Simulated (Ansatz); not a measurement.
Ansatz (a program for electronic structure) input (RI-MP2/def2-QZVPPD):
A basis named .json is the Basis Set Exchange file of that set.

Ansatz 0.2 input:
```yaml
crystal:
  periodic: [false, false, false]
  atoms:
    - {symbol: Ge, position_ang: [-0.03010674, -0.04440254, -0.05546388]}
    - {symbol: H, position_ang: [0.64973470, -0.63247593, 1.29875633]}
    - {symbol: H, position_ang: [-0.88408644, 1.06107216, 0.77554240]}
    - {symbol: H, position_ang: [1.19776738, 0.99228490, -0.29945444]}
basis:
  gaussian:
    orbitals: def2-QZVPPD.json
    fitting: {mean_field: def2-universal-jkfit, correlation: def2-QZVPPD-RIFIT.json}
total_charge: -1
magnetization: {spin_polarized: false}
correlation: {method: mp2, electrons: outside_noble_gas}
```

Output:

```
Functional definition: HF
integrals: 0.14 GiB planned
320 factors; integrals over basis functions are off by at most 3.2e0 eV
509 factors; integrals over basis functions are off by at most 7.2e0 eV
mean field: 0.43 GiB planned
mean field evaluation 1: about -56520.8262 eV, gradient 1.3e1 eV
mean field evaluation 2: about -56521.3519 eV, gradient 9.1e0 eV
mean field evaluation 4: about -56521.4621 eV, gradient 5.4e-1 eV
mean field evaluation 8: about -56521.4640 eV, gradient 7.5e-7 eV
mean field -56521.46399582 eV, -2077.1254902222 hartree, gradient 7.5e-7 eV, S^2 0.000000; 0 other end points of the search recorded, 0 dependent functions left out
14 core orbitals not correlated
reference -56521.46399582 eV, -2077.1254902222 hartree; 4, 4 occupied and 176, 176 virtual orbitals, 509 factors
second order -4.21494497 eV of doubles, -0.00000000 eV of singles
Total energy: -56525.67894079 eV, -2077.2803865928 hartree
```

Whether it binds its extra electron was not tested at this geometry.
